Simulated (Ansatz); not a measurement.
A structure relaxed at PBE0-D4/def2-TZVP, charge 0, multiplicity 1:

```xyz
7

O    -1.200    1.160   -0.504
C    -0.329    0.328   -0.502
O     0.203   -0.152   -1.640
Ga    0.380   -0.394    1.231
H    -0.245    0.295   -2.379
H     1.545    0.379    1.926
H    -0.353   -1.617    1.870
```

Q: Give its formula and SMILES.

A: CH3GaO2, `O=[C](O)[GaH2]`.

Q: Point group (tolerance 0.08 Å, 0.16 Å for H)?

A: Cs.

Q: Summarise the bond lengths by kind.

A: 2 × C–O 1.205 to 1.344 Å; 1 × C–Ga 2.007 Å; 1 × H–O 0.973 Å; 2 × Ga–H 1.562 Å.

Program: Ansatz 0.2.0.
